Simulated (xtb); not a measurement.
Cl3Y, charge -1, doublet, at a GFN2-xTB geometry (such geometries of metal compounds can be far from the true shape) (the multiplicity is a formal guess); xtb with GFN0-xTB.

xtb was given this input:
```
$ xtb mol.xyz --gfn 0 --chrg -1 --uhf 1 --json

# file mol.xyz
4

Y      0.16987209     0.45252725     0.28581914
Cl     1.94848068    -0.73084871    -0.84458394
Cl    -0.90181555    -1.23380179     1.64575232
Cl    -1.43637169     0.92649976    -1.45687110
```

Task: What does xtb print? Leave out banner, timings and long lists.

Result: 
```
   ID    Z sym.   atoms
    1   39 Y      1
    2   17 Cl     2-4

           -------------------------------------------------
          |                Calculation Setup                |
           -------------------------------------------------

           -------------------------------------------------
          |                 G F N 0 - x T B                 |
           -------------------------------------------------

          ...................................................
          :                      SETUP                      :
          :.................................................:
          :  # basis functions                  40          :
          :  # atomic orbitals                  36          :
          :  # shells                           12          :
          :  # electrons                        25          :
          :  electronic temp.          300.0000000     K    :
          :  accuracy                    1.0000000          :
          :  -> integral cutoff          0.2500000E+02      :
          :  -> integral neglect         0.1000000E-07      :
          ...................................................

         :::::::::::::::::::::::::::::::::::::::::::::::::::::
         ::                     SUMMARY                     ::
         :::::::::::::::::::::::::::::::::::::::::::::::::::::
         :: total energy             -15.441837401314 Eh    ::
         :: gradient norm              0.026316503522 Eh/a0 ::
         :: HOMO-LUMO gap              0.962740187746 eV    ::
         ::.................................................::
         :: H0 energy                -14.168792209079 Eh    ::
         :: repulsion energy           0.014381137250 Eh    ::
         :: electrostat energy        -1.286166827120 Eh    ::
         :: -> Gsolv                   0.000000000000 Eh    ::
         ::    -> Gsasa                0.000000000000 Eh    ::
         ::    -> Gshift               0.000000000000 Eh    ::
         :: dispersion energy         -0.001259502365 Eh    ::
         :: short-range corr.          0.000000000000 Eh    ::
         :: add. restraining           0.000000000000 Eh    ::
         :: total charge              -1.000000000000 e     ::
         :::::::::::::::::::::::::::::::::::::::::::::::::::::

           -------------------------------------------------
          |                Property Printout                |
           -------------------------------------------------

    * Orbital Energies and Occupations

         #    Occupation            Energy/Eh            Energy/eV
      -------------------------------------------------------------
         1        2.0000           -0.9747663             -26.5247
         2        2.0000           -0.9747663             -26.5247
         3        2.0000           -0.9700172             -26.3955
         4        2.0000           -0.4669073             -12.7052
         5        2.0000           -0.4470518             -12.1649
         6        2.0000           -0.4463385             -12.1455
         7        2.0000           -0.4463385             -12.1455
         8        2.0000           -0.4446910             -12.1007
         9        2.0000           -0.4446910             -12.1007
        10        2.0000           -0.4425957             -12.0436
        11        2.0000           -0.4425957             -12.0436
        12        2.0000           -0.4406749             -11.9914
        13        1.0000           -0.2859236              -7.7804 (HOMO)
        14                         -0.2505435              -6.8176 (LUMO)
        15                         -0.2505435              -6.8176
        16                         -0.2073943              -5.6435
        17                         -0.2073943              -5.6435
        18                         -0.1945845              -5.2949
        19                         -0.0590890              -1.6079
        20                         -0.0585909              -1.5943
        21                         -0.0585562              -1.5934
        22                         -0.0585562              -1.5934
        23                         -0.0583447              -1.5876
        24                         -0.0583447              -1.5876
       ...                                ...                  ...
        36                          0.4571381              12.4394
      -------------------------------------------------------------
                  HL-Gap            0.0353801 Eh            0.9627 eV
             Fermi-level            0.0000000 Eh            0.0000 eV

     #   Z          covCN         q      C6AA      α(0)
     1  39 Y        2.162     0.620   335.205    50.926
     2  17 Cl       0.721    -0.540   114.744    16.372
     3  17 Cl       0.721    -0.540   114.744    16.372
     4  17 Cl       0.721    -0.540   114.744    16.372

 Mol. C6AA /au·bohr⁶  :       2439.729282
 Mol. C8AA /au·bohr⁸  :     202597.138001
 Mol. α(0) /au        :        100.040480

Wiberg/Mayer (AO) data.
largest (>0.10) Wiberg bond orders for each atom

 ---------------------------------------------------------------------------
     #   Z sym  total        # sym  WBO       # sym  WBO       # sym  WBO
 ---------------------------------------------------------------------------
     1  39 Y    1.673 --     3 Cl   0.558     4 Cl   0.558     2 Cl   0.558
     2  17 Cl   0.577 --     1 Y    0.558
     3  17 Cl   0.577 --     1 Y    0.558
     4  17 Cl   0.577 --     1 Y    0.558
 ---------------------------------------------------------------------------

Topologies differ in total number of bonds
Writing topology from bond orders to xtbtopo.mol

 dipole moment from electron density (au)
     X       Y       Z
   0.6426   1.7119   1.0813  total (Debye):    5.400

           -------------------------------------------------
          | TOTAL ENERGY              -15.441837401314 Eh   |
          | GRADIENT NORM               0.026316503522 Eh/α |
          | HOMO-LUMO GAP               0.962740187746 eV   |
           -------------------------------------------------

normal termination of xtb
```
